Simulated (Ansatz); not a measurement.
Coupled-cluster diagnostics for the cluster Ti₂S₂, Ansatz.

Geometry of the singlet (PBE-D4/def2-SVP):

```
atom    x (Å)    y (Å)    z (Å)
 Ti1  -0.9536  -0.5135  -0.4520
 Ti2   1.0608   0.3882  -0.3182
  S3  -0.7641   1.7047   0.0190
  S4   0.6568  -1.5794   0.7512
```

Correlated methods freeze 20 core orbitals; core or outer-core shells of Ti are correlated, in sets that lack core-valence functions. The geometry of the singlet was relaxed on an unsound state (restricted singlet, unstable towards broken spin symmetry at other levels and untested here). At PBE0-D4/def2-TZVP a quintet of charge 0 lies 0.14 eV below the restricted singlet, each at its own geometry. The structure comes from a short search, and lower isomers may exist.

Problem. Estimate the CCSD(T) correlation energy, the shares of MP2 and (T), T1 and the reference's ⟨S²⟩ for: charge 0, singlet, own geometry in def2-TZVPP; and the rough time on 4 threads of Arm Neoverse V1 on a shared host.

Solution. 
```tsv
state	basis	correlation (eV)	MP2 share (%)	(T) share (%)	T1	⟨S²⟩ (pure)	wall time	remarks
charge 0, singlet, own geometry	def2-TZVPP	-36.730	99.9	8.1	0.051	0.00 (0.00)	4.3 min	flagged by the program, large T1 (0.051), restricted SCF unstable at other levels, stability undecided
```
Customary marks for T1 are 0.02 (closed shells), 0.045 (open shells) and about 0.05 (3d metals). T1 exceeds 0.02 in 1 of 1 rows and 0.045 in 1; the higher it lies, the less the single-reference result can be trusted.
